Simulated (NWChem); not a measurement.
Species: CH$_{3}$Li; SMILES [Li][CH3]

```xyz
5

Li     0.0000     0.0000    -1.5788
C      0.0000     0.0000     0.3835
H      0.7156     0.7156     0.8121
H      0.2619    -0.9775     0.8121
H     -0.9775     0.2619     0.8121
```
Atoms are numbered in this order, from 1.

The geometry was optimised at PBE0-D3(BJ)/def2-TZVP.

 Unshifted, non-relativistic core excitations; the lowest 4 roots alone, so stronger bands may lie above.

Problem. List the first C K-edge excitations from B3LYP/def2-TZVP, restricted-window TDA (NWChem).

Solution. 
```json
[
 {"state": "S1", "energy (eV)": "271.7", "dipole oscillator strength": "0.0038", "leading excitation (squared amplitude)": "1s of atom 2 or its equivalents → LUMO (1.00)"},
 {"state": "S2", "energy (eV)": "273.5", "dipole oscillator strength": "0.0011", "leading excitation (squared amplitude)": "1s of atom 2 or its equivalents → LUMO+1 (1.00)"},
 {"state": "S3", "energy (eV)": "273.5", "dipole oscillator strength": "0.0011", "leading excitation (squared amplitude)": "1s of atom 2 or its equivalents → LUMO+2 (1.00)"},
 {"state": "S4", "energy (eV)": "274.4", "dipole oscillator strength": "0.0003", "leading excitation (squared amplitude)": "1s of atom 2 or its equivalents → LUMO+3 (0.99)"}
]
```
